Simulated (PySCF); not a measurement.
# Orbital picture of TeH

UHF at R = 1.661 Å; PySCF, spin-free X2C with a Gaussian nucleus, basis sets Te x2c-TZVPPall, H x2c-TZVPPall. State: ²Π (doublet), unpaired electrons π ↑. Only the outer orbitals are listed, counted within each symmetry.

| spin | orbital | occ. | ε (eV) | on Te (%) | main shells (%) |
| --- | --- | --- | --- | --- | --- |
| α | 10σ | 1 | -22.59 | 88 | 87 Te s, 11 H s |
| α | 11σ | 1 | -12.94 | 63 | 52 Te p, 36 H s, 9 Te s |
| α | 6π | 1 | -10.54 | 100 | 100 Te p |
| α | 6π | 1 | -9.08 | 100 | 100 Te p |
| α | 12σ | 0 | 2.87 | 43 | 61 H s, 46 Te p |
| α | 13σ | 0 | 7.19 | 28 | 76 H s, 42 Te d |
| α | 7π | 0 | 8.39 | 97 | 97 Te d |
| β | 10σ | 1 | -20.64 | 81 | 80 Te s, 18 H s |
| β | 11σ | 1 | -12.62 | 64 | 48 Te p, 36 H s, 14 Te s |
| β | 6π | 1 | -8.62 | 99 | 99 Te p |
| β | 6π | 0 | -0.24 | 99 | 99 Te p |
| β | 12σ | 0 | 3.17 | 46 | 58 H s, 48 Te p |
| β | 13σ | 0 | 7.55 | 21 | 82 H s, 39 Te d |

Task: Which are the highest filled and the lowest empty level, where do they sit, and how wide is the gap?

Result: Highest filled β 6π at -8.62 eV (in %: 99 Te p); lowest empty β 6π at -0.24 eV (in %: 99 Te p); the gap at UHF is 8.38 eV. Both belong to one degenerate shell, split only by its one-sided filling, so this is no excitation gap.

```json
{"bond order (Mayer)": "1.01", "⟨S²⟩": "0.762", "charge on Te (Mulliken, basis-dependent)": "0.05", "charge on Te (Löwdin, basis-dependent)": "0.24", "dipole moment (positive dipole means Te(−)H(+))": "0.21 D", "polarisability along the bond": "36.9 bohr³", "polarisability across the bond": "27.3 bohr³"}
```

Spin–orbit coupling is left out. The state was picked by a PBE0 search and need not be the measured ground state.
